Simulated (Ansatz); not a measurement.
Start from `N[SiH2]SS` and change one atom or group to get `N[SiH2]S`.

Ansatz, PBE0-D4/def2-TZVP geometries, multiplicity 1. Each molecule was computed in one conformer, which needn't be the lowest.

```tsv
property	`N[SiH2]SS`
HOMO energy (PBE/def2-TZVPP) / eV	-5.83
LUMO energy (ωB97M-V/def2-TZVPP) / eV	1.08
HOMO energy (PBE0/def2-TZVPP) / eV	-7.04
HOMO–LUMO gap (PBE0/def2-TZVPP) / eV	6.05
HOMO–LUMO gap (PBE/def2-TZVPP) / eV	3.87
size of the dipole moment (ωB97M-V/def2-TZVPP) / D	2.36
```

Give the same properties after the change, and the shifts. (Best estimate.)

Ansatz gave: 
```json
{"property": "HOMO energy (PBE/def2-TZVPP) / eV", "`N[SiH2]S`": "-5.94", "shift": "-0.11"}
{"property": "LUMO energy (ωB97M-V/def2-TZVPP) / eV", "`N[SiH2]S`": "1.90", "shift": "0.82"}
{"property": "HOMO energy (PBE0/def2-TZVPP) / eV", "`N[SiH2]S`": "-7.19", "shift": "-0.15"}
{"property": "HOMO–LUMO gap (PBE0/def2-TZVPP) / eV", "`N[SiH2]S`": "7.47", "shift": "1.42"}
{"property": "HOMO–LUMO gap (PBE/def2-TZVPP) / eV", "`N[SiH2]S`": "5.34", "shift": "1.47"}
{"property": "size of the dipole moment (ωB97M-V/def2-TZVPP) / D", "`N[SiH2]S`": "1.14", "shift": "-1.22"}
```

With PBE0 the HOMO falls by 0.15 eV and the LUMO rises by 1.26 eV, so the gap widens by about 1.41 eV. PBE moves the HOMO by -0.11 eV and ωB97M-V by -0.22 eV. The zero-point energy changes by -6.5 kJ/mol with -3 modes. Dipoles are sizes alone; their direction can turn.
